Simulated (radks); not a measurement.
The numbers below are computed, except where a source is named.
Spherical quantum dot in the effective-mass picture: electrons in a hard-walled sphere of radius 2.95, with a point charge +1 (a donor) at the centre, all in effective atomic units (hartree* = m*/eps^2 hartree, bohr* = eps/m* bohr), one dielectric constant everywhere. Level of theory: non-relativistic Kohn-Sham, PBE, spin-polarised, spherical densities (a radial shooting solver with Libxc functionals). Levels are named by radial order and angular momentum (1s, 1p, 1d, 2s, ...), and open shells are averaged over m. Each electron was tried in the lowest free levels, single moves between levels near the top were tried too, and the lowest total energy was kept; such a search can miss a lower state. At N = 1 the Hartree and exchange-correlation terms need not cancel, so that row can carry a self-interaction error.

N                         open shells  2S  E (hartree*)  mu = E(N) - E(N-1) (hartree*)  addition energy mu(N+1) - mu(N) (hartree*)  e(HOMO) (hartree*)
1                    1s(up 1, down 0)   1     -0.410793                       -0.41079                                      0.7158            -0.12521
2                                none   0     -0.105766                        0.30503                                       1.223             0.55417
3                    1p(up 1, down 0)   1       1.42251                         1.5283                                      0.4256              1.7356
4                    1p(up 2, down 0)   2       3.37638                         1.9539                                      0.4439              2.1746
5                    1p(up 3, down 0)   3       5.77410                         2.3977                                      0.5848              2.6215
6                    1p(up 3, down 1)   2       8.75659                         2.9825                                      0.4134              3.1850
7                    1p(up 3, down 2)   1       12.1525                         3.3959                                      0.4287              3.6089
8                                none   0       15.9770                         3.8245                                       1.088              4.0409
9                    1d(up 1, down 0)   1       20.8890                         4.9121                                      0.4126              5.1176
10                   1d(up 2, down 0)   2       26.2137                         5.3246                                      0.4158              5.5321
11                   1d(up 3, down 0)   3       31.9541                         5.7404                                      0.4174              5.9489
12                   1d(up 4, down 0)   4       38.1119                         6.1578                                      0.4182              6.3668
13                   1d(up 5, down 0)   5       44.6879                         6.5760                                      0.5402              6.7852
14                   1d(up 5, down 1)   4       51.8040                         7.1161                                      0.4048              7.3178
15                   1d(up 5, down 2)   3       59.3249                         7.5209                                      0.4081              7.7246
16                   1d(up 5, down 3)   2       67.2540                         7.9291                                      0.4101              8.1339
17                   1d(up 5, down 4)   1       75.5931                         8.3391                                      0.4111              8.5446
18                               none   0       84.3434                         8.7503                                      0.8163              8.9561
19                   2s(up 1, down 0)   1       93.9099                         9.5665                                      0.7072              9.8425
20                               none   0       104.184                         10.274                                      0.5080              10.543
21                   1f(up 1, down 0)   1       114.965                         10.782                                      0.4017              10.982
22                   1f(up 2, down 0)   2       126.149                         11.183                                      0.3820              11.412
23  2s(up 1, down 0) 1f(up 4, down 0)   5       137.714                         11.565                                      0.3938              11.757
24  2s(up 1, down 0) 1f(up 5, down 0)   6       149.673                         11.959                                      0.4037              12.161
25  2s(up 1, down 0) 1f(up 6, down 0)   7       162.036                         12.363                                      0.4038              12.565
26  2s(up 1, down 0) 1f(up 7, down 0)   8       174.803                         12.767                                      0.5173              12.969
27  2s(up 1, down 0) 1f(up 7, down 1)   7       188.087                         13.284                                      0.3972              13.482
28  2s(up 1, down 0) 1f(up 7, down 2)   6       201.768                         13.681                                      0.3980              13.880
29  2s(up 1, down 0) 1f(up 7, down 3)   5       215.847                         14.079                                           -              14.278

All shells are closed at N = 2, 8, 18, 20 (there: 1s2 1p6 1d10 2s2); the second difference of the energy has clear peaks (12 % above both neighbours; the first and last values, which can be the largest, are not judged, and half-filled shells can peak too) at N = 2, 5, 8, 13, 18, 26.
